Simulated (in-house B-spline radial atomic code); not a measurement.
Results of a calculation; reference values are marked as such.
**Ag in an electron gas of r_s = 1.5: phase shifts, screening and friction**

A nucleus sits in a uniform electron gas with a rigid positive background. The Kohn-Sham equations are solved self-consistently in the spin-unpolarised LDA (PW92), non-relativistic, on B-splines with outgoing waves at the boundary and partial waves to l = 8. The model has no lattice, no bands and no magnetic solution. Atomic units; δ_l are the phase shifts at the Fermi level, counted so that each bound state adds π, and good to about 0.0005.

The density parameter is r_s = 1.5 bohr.

```
l  δ_l (rad)
0    11.9336
1     9.4930
2     6.1245
3     0.2918
4     0.0571
5     0.0143
6     0.0040
7     0.0010
8     0.0003
```

Bound levels below the band bottom (hartree): s -23.19, p -19.58, d -12.87, s -2.837, p -1.709 and deeper ones.

Task: Check the Friedel sum rule, and say where the screening charge sits.

Result: k_F = (9π/4)^(1/3)/r_s = 1.27944. The rule is Z = (2/π) Σ (2l + 1) δ_l. The terms are s 7.597, p 18.130, d 19.495, f 1.300 and 0.473 beyond, in all 46.996 against Z = 47. Bound states hold 8 s, 18 p, 10 d electrons, so the scattering states carry 11.00 in all; where a term is smaller than its bound count, the bound level has drawn weight out of the band.

Task: Find the transport cross section and the electronic stopping of a 2 keV Ag ion (mass 107.87 u).

Result: σ_tr = (4π/k_F²) Σ (l + 1) sin²(δ_l − δ_(l+1)). The terms for l = 0 to 3 are 0.4160, 0.1012, 0.5687, 0.2163, all together 1.3121, so σ_tr = 7.677 × 1.3121 = 10.073 bohr². With n = 3/(4π r_s³) = 0.07074, the friction coefficient is Q = n k_F σ_tr = 0.9116. For v well below v_F = 1.279, dE/dx = Q v; with 24801 eV per u at v = 1, v = √(2000/(24801 × 107.87)) = 0.0273, so dE/dx = 0.02492 hartree/bohr = 12.8 eV/nm. The largest term couples the d and f waves.
